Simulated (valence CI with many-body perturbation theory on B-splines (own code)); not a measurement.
Sensitivity of CI+MBPT for Mn¹¹⁺

Computed by valence CI with perturbative core correlation (CI+MBPT): four valence electrons over a frozen Dirac-Fock core [Ne], a basis of 6 s, 6 p, 5 d, 3 f, 1 g functions for each j, with the one-electron correlation potential Σ1, the two-electron term Σ2, the three-electron term Σ3, Breit, model QED; selected CI, second order for the rest, scaled by the run's own slope (own B-spline code, finite nucleus).

No measured spectrum was set against this ion. As an estimate, levels of excited configurations hold to 0.05 to 0.15 % of their energy, terms of the ground configuration to about 0.5 %.

The reference run has the lowest level 3s2.3p2 3P_0 and an ionisation energy of 313.208 eV. Its largest variational space holds 9996 state functions.

Names give the largest LS component (configuration and term), which can be under half, so a name can repeat, a term be missing and a line seem to break the LS rules; names also repeat where a configuration has a term twice.

Changed runs:
A. box radius (bohr) 7.024 → 6.85; scale of Σ1 1 → 1.1
B. box radius (bohr) 7.024 → 6.85; logarithmic knot step 0.27 → 0.4
C. scale of Σ2 1 → 0.8
D. scale of Σ2 1 → -1 (bad on purpose)

Excitation energies of the reference run in cm⁻¹, and shifts in cm⁻¹:

```tsv
Level	Reference	A	B	C	D
3s2.3p2 3P_1	7216	+5.8	-0.4	-7.6	-74
3s2.3p2 3P_2	15042	+10	-0.7	-7.0	-70
3s2.3p2 1D_2	42420	+15	-0.7	+37	+375
3s2.3p2 1S_0	83334	+17	-0.4	+97	+972
3s.3p3 5S°_2	195635	-50	-8.3	-275	-2705
3s.3p3 3D°_1	264407	-44	-7.6	-93	-917
3s.3p3 3D°_2	264533	-44	-7.6	-92	-902
3s.3p3 3D°_3	266597	-42	-7.9	-96	-938
3s.3p3 3P°_0	303239	-39	-7.6	+17	+182
3s.3p3 3P°_1	303735	-38	-7.6	+16	+173
3s.3p3 3P°_2	304174	-37	-7.6	+13	+139
3s.3p3 1D°_2	334103	-37	-6.5	+123	+1181
Ionisation energy (eV)	313.208	+0.062	-0.0012	+0.031	+0.309
```
